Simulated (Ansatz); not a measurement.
Basis-set extrapolation for F2H4Si2, SMILES `F[SiH2][SiH2]F` (PBE0-D4/def2-TZVP geometry, frozen core, the Gaussian-basis code of Ansatz). Multiplicity 1, RHF reference.

```tsv
	def2-TZVPP	def2-QZVPP
HF	-779.305865	-779.334287
MP2 correlation	-0.741732	-0.810188
CCSD(T) correlation	-0.799422	-0.864931
```

Energies in hartree. Use E(X) = E(∞) + A·exp(−7.88·√X) for Hartree–Fock and E(X) = E(∞) + B·X^(−2.97) for correlation, with X = 3 and 4.

Problem. What is the CCSD(T) energy at the basis-set limit?

Solution. HF limit: -779.334287 + (-0.028422) × 0.13774 = -779.33820. Correlation limit: -0.864931 + (-0.065509) × 0.74074 = -0.91346. Total: -780.25166 hartree, 3.98 eV below CCSD(T)/def2-TZVPP.
